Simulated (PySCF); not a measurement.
C₄H₇NSi, SMILES C1=C([SiH2]C=N1)C.

The structure is a stationary point at B3LYP-D3(BJ)/def2-SVP. The structure was generated by enumeration, and PubChem lists no compound with its InChIKey, so it may never have been made.

The numbers are results of PySCF with PBE0/def2-TZVP, not measurements.

Symmetry labels are those of the subgroup Cs that the program uses (full group Cs).

Computed valence orbital energies around the gap with their symmetry:
```json
[
 {"orbital": "HOMO−7", "symmetry": "A\"", "energy (eV)": "-11.93"},
 {"orbital": "HOMO−6", "symmetry": "A'", "energy (eV)": "-11.11"},
 {"orbital": "HOMO−5", "symmetry": "A\"", "energy (eV)": "-10.82"},
 {"orbital": "HOMO−4", "symmetry": "A'", "energy (eV)": "-10.67"},
 {"orbital": "HOMO−3", "symmetry": "A\"", "energy (eV)": "-9.68"},
 {"orbital": "HOMO−2", "symmetry": "A'", "energy (eV)": "-8.90"},
 {"orbital": "HOMO−1", "symmetry": "A'", "energy (eV)": "-7.13"},
 {"orbital": "HOMO", "symmetry": "A\"", "energy (eV)": "-7.01"},
 {"orbital": "LUMO", "symmetry": "A\"", "energy (eV)": "-1.88"},
 {"orbital": "LUMO+1", "symmetry": "A'", "energy (eV)": "0.30"},
 {"orbital": "LUMO+2", "symmetry": "A'", "energy (eV)": "1.17"},
 {"orbital": "LUMO+3", "symmetry": "A\"", "energy (eV)": "1.23"}
]
```
